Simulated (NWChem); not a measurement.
System: C3H5BF2; SMILES FB1CC[C@@H]1F

```xyz
11

F      1.0620    -1.6546    -0.3680
B      0.1588    -0.7977     0.0760
C     -1.4182    -0.7449    -0.0255
C     -1.1778     0.7993    -0.1847
C      0.2358     0.7321     0.4846
F      1.2164     1.5732    -0.0170
H     -1.9284    -1.2543    -0.8479
H     -1.9451    -0.9765     0.9069
H     -1.9056     1.4664     0.2874
H     -1.0708     1.0780    -1.2380
H      0.1381     0.9088     1.5647
```
Atoms are numbered in this order, from 1.

Computed with NWChem. Pople sets run with spherical d functions. Structure relaxed at the B3LYP/6-31G* (spherical d) level. Core excitations by TDA in a window of 1s orbitals, non-relativistic and unshifted: absolute energies depend strongly on the exact-exchange share.

For level B K edge, PBE/6-311G**:

```
Quantity                                   Value
----------------------------------------  ------
first 1s excitation (eV)                   177.0
dipole oscillator strength of the first   0.0453
first state with f > 0.002 (eV)            177.0
dipole oscillator strength of that state  0.0453
```

Question: Estimate the same quantities for level B K edge, B3LYP/6-311G**.

Answer: first 1s excitation (eV): 181.8
dipole oscillator strength of the first: 0.0658
first state with f > 0.002 (eV): 181.8
dipole oscillator strength of that state: 0.0658
